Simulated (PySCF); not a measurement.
Excitations are Tamm–Dancoff values on a coarser integration grid. The basis has no diffuse functions, so Rydberg states are missing or too high.

Cartesian coordinates (Å):
```xyz
20

C     -2.1739    -1.2179    -0.2653
C     -0.9419    -1.3952     0.2393
S     -0.4968    -2.6547     1.4153
C      0.2094    -0.5192    -0.1232
C      1.3552    -1.0875    -0.7022
C      2.4318    -0.2860    -1.0826
C      2.3804     1.0935    -0.8704
C      1.2543     1.6599    -0.2693
C      0.1535     0.8740     0.1176
Si    -1.2918     1.7040     1.0090
H     -3.0233    -1.8367     0.0332
H     -2.3496    -0.4451    -1.0161
H     -1.6694    -3.3304     1.3893
H      1.3901    -2.1672    -0.8626
H      3.3117    -0.7401    -1.5445
H      3.2216     1.7272    -1.1616
H      1.2373     2.7373    -0.0839
H     -2.4711     1.9310     0.1238
H     -0.8047     3.0418     1.4611
H     -1.7227     0.9112     2.1930
```
Charge 0, multiplicity 1.

Predict the T1 excitation (TDA), total energy and LUMO from ωB97X-D3(BJ)/def2-TZVP // B3LYP-D3(BJ)/def2-SVP (PySCF).


- T1 excitation (TDA) = 3.73 eV
- total energy = -27180.24 eV
- LUMO = 0.89 eV
